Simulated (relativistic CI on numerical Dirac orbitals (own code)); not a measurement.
Slater's F² for S from its measured terms

Problem. The ground configuration 3s2 3p4 of S has the measured levels 3P: 573.6 (J = 0), 396.1 (J = 1), 0.0 (J = 2); 1D: 9238.6 (J = 2); 1S: 22180.0 (J = 0) cm⁻¹ (NIST Handbook of Basic Atomic Spectroscopic Data (Sansonetti and Martin, J. Phys. Chem. Ref. Data 34, 1559 (2005))). Test the one-configuration theory of p4 and extract F²(3p,3p).

Working.
1. Centres of gravity, weighted by 2J + 1: 3P 195.8, 1D 9238.6, 1S 22180.0 cm⁻¹. To first order spin-orbit coupling drops out of them.
2. Slater-Condon theory gives 1D − 3P = 6F²/25 and 1S − 1D = 9F²/25, so the ratio of the upper interval to the lower is 9/6 = 1.500, whatever F².
3. Measured intervals: 9042.9 and 12941.3 cm⁻¹, ratio 1.431.
4. F² from the lower interval is 37679 and from the upper 35948 cm⁻¹.

Check. The radial integral calculated for this configuration (Dirac-KLI orbitals, unscaled) is F² = 47523 cm⁻¹; the two empirical values are 79 % and 76 % of it. The ratio departs from 1.50 through mixing with other configurations.
